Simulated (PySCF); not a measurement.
Compound: GaH2(OiPr), C₃H₉GaO.
Geometry (PBE0-D3(BJ)/def2-SVP, Å), atoms numbered from 1 in this order:
```
atom  x, y, z in Å
Ga1    0.866    1.753   -1.215
H2     2.140    2.548   -1.633
H3    -0.620    2.007   -1.644
O4     1.253    0.406   -0.107
C5     0.374   -0.527    0.472
C6    -0.304   -1.382   -0.589
C7    -0.632    0.153    1.389
H8     1.003   -1.192    1.093
H9    -0.973   -0.769   -1.216
H10   -0.909   -2.182   -0.135
H11    0.450   -1.849   -1.240
H12   -0.109    0.771    2.134
H13   -1.310    0.804    0.811
H14   -1.250   -0.584    1.925
```

Theory: TDDFT CAM-B3LYP/def2-SVPD, vertical, gas phase, core orbitals frozen in the response (PySCF 2.14.0, density-fitted response routines). The CAM-B3LYP/def2-SVPD calculation is non-relativistic and has no spin–orbit coupling, an omission that weighs most on gallium.

Transition dipole moments from the ground state, in atomic units and in the frame of the coordinates above (overall signs are arbitrary), for the states with f of 0.002 or more among the lowest 7:

```
state  E (hartree)      μx      μy      μz
   S1       0.1955   0.017  -0.076  -0.100
   S2       0.2199   0.164   0.496  -0.355
   S3       0.2326  -0.022   0.102   0.135
   S4       0.2693   0.123  -0.301  -0.250
   S5       0.2697   0.371  -0.280   0.371
   S6       0.2781  -0.408   0.148  -0.184
   S7       0.2844   0.048  -0.219  -0.273
```

Problem. What oscillator strength does each state have?

Solution. f = (2/3) ΔE |μ|² with ΔE in hartree (27.2114 eV).

| state | \|μ\|² (au) | \|μ\| (D) | f |
| --- | --- | --- | --- |
| S1 | 0.016 | 0.32 | 0.002 |
| S2 | 0.399 | 1.61 | 0.059 |
| S3 | 0.029 | 0.43 | 0.005 |
| S4 | 0.168 | 1.04 | 0.030 |
| S5 | 0.354 | 1.51 | 0.064 |
| S6 | 0.223 | 1.20 | 0.041 |
| S7 | 0.125 | 0.90 | 0.024 |

Problem. Which bond between heavy atoms lies closest to the direction of the S5 transition dipole?

Solution. Ga1–O4, at 29° from it; next C5–C6 at 63°.

Problem. What angle do the transition dipoles of S2 and S6 make?

Solution. |cos θ| = |μa·μb| / (|μa| |μb|) = 0.24, so θ ≈ 76° (taken between 0 and 90°, since the signs are arbitrary).

One conformer stands for the species.
